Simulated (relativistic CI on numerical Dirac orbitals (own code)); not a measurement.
# Cu3+ in a cubic cluster: 2p photoemission with charge transfer

Computed with a charge-transfer multiplet model of a cubic metal-ligand cluster with up to 2 ligand holes, Slater and spin-orbit integrals from Dirac-Coulomb-Breit ions, Slater integrals scaled by 0.8. The parameters are those of a tetrahedral site (10Dq negative, t2 hopping the larger). The ground state mixes d8 with configurations of k ligand holes L, whose averages lie at kΔ + k(k − 1)U_dd/2; a core hole lowers each added d electron by U_cd. 20 K, Lorentzian 0.6 eV and Gaussian 0.8 eV FWHM.

Atomic integrals in eV (Slater integrals scaled, ζ unscaled), ground: F2dd 11.066, F4dd 6.905, zeta_d 0.110; with the core hole: F2dd 12.413, F4dd 7.786, zeta_d 0.150, zeta_core 13.370, F2cd 7.564, G1cd 5.867, G3cd 3.340.

Cluster parameters (eV): U_dd = 8, U_cd = 9.9, 10Dq = -0.1, 10Dq(ligand) = 0, V(eg) = 0.65, V(t2g) = -1.1, final-state hopping factor = 0.8.

```tsv
Case	n_d	d8	d9L	d10L2	S
Δ = -1.2 eV	8.52	0.49	0.49	0.02	1.00
Δ = -0.2 eV	8.35	0.66	0.33	0.01	1.00
Δ = 0.8 eV	8.22	0.78	0.22	0.00	1.00
Δ = 1.8 eV	8.14	0.86	0.14	0.00	1.00
Δ = 2.8 eV	8.10	0.90	0.10	0.00	1.00
```

Weights, n_d and S are thermal averages at 20 K. Binding energies count from the first peak over 30 % of the highest in each spectrum, which can be another peak from case to case. The parameters are a model scan and need not match a compound or its usual spin state. Peaks in eV (height, largest 100):
- Δ = -1.2 eV: 0.0 (89), 2.7 (93), 5.6 (79), 10.8 (65), 12.0 (40), 13.2 (56), 16.3 (35), 20.2 (34), 24.3 (100), 33.8 (78), 36.2 (8)
- Δ = -0.2 eV: 0.0 (79), 2.5 (55), 4.9 (56), 9.0 (82), 10.2 (51), 11.4 (71), 14.5 (44), 20.3 (28), 23.6 (66), 32.1 (100), 34.4 (10)
- Δ = 0.8 eV: 0.0 (61), 2.5 (30), 4.4 (36), 7.6 (82), 8.7 (51), 9.9 (71), 13.0 (44), 20.5 (22), 23.3 (37), 30.6 (100), 32.9 (10)
- Δ = 1.8 eV: 0.0 (50), 3.0 (21), 4.3 (29), 6.4 (81), 8.8 (70), 11.8 (44), 21.0 (20), 23.4 (22), 29.4 (100), 31.7 (10)
- Δ = 2.8 eV: 0.0 (45), 5.3 (80), 7.7 (70), 10.7 (44), 21.3 (21), 23.9 (14), 28.3 (100), 30.6 (10)

Curve for Δ = 0.8 eV (points under 2 left out, the grid thinned):

| E (eV) | Intensity |
| --- | --- |
| -2.6 | 2.1 |
| -1.8 | 4.2 |
| -1.1 | 12.5 |
| -0.3 | 55.0 |
| 0.5 | 40.1 |
| 1.3 | 15.4 |
| 2.0 | 23.4 |
| 2.8 | 28.8 |
| 3.6 | 20.7 |
| 4.3 | 35.6 |
| 5.1 | 18.5 |
| 5.9 | 9.5 |
| 6.6 | 21.0 |
| 7.4 | 78.2 |
| 8.2 | 54.8 |
| 9.0 | 51.0 |
| 9.7 | 66.8 |
| 10.5 | 47.3 |
| 11.3 | 14.1 |
| 12.0 | 12.9 |
| 12.8 | 40.2 |
| 13.6 | 24.3 |
| 14.4 | 10.5 |
| 15.1 | 5.3 |
| 15.9 | 2.4 |
| 19.1 | 2.9 |
| 19.8 | 9.4 |
| 20.6 | 22.1 |
| 21.4 | 8.8 |
| 22.1 | 8.6 |
| 22.9 | 28.7 |
| 23.7 | 29.6 |
| 24.5 | 7.6 |
| 25.2 | 3.0 |
| 26.0 | 2.0 |
| 27.6 | 2.6 |
| 28.3 | 4.4 |
| 29.1 | 13.6 |
| 29.9 | 47.9 |
| 30.6 | 100.0 |
| 31.4 | 30.2 |
| 32.2 | 8.8 |
| 33.0 | 10.0 |
| 33.7 | 4.8 |
| 34.5 | 2.1 |

For the case Δ = 1.8 eV, Δ = 1.8 eV is smaller than U_dd = 8 eV, the charge-transfer side of the Zaanen-Sawatzky-Allen scheme. With the core hole the configuration with one ligand hole lies at Δ − U_cd = -11.1, -10.1, -9.1, -8.1, -7.1 eV from the one without, in the order of the table; where this is negative the screened configuration lies lower.
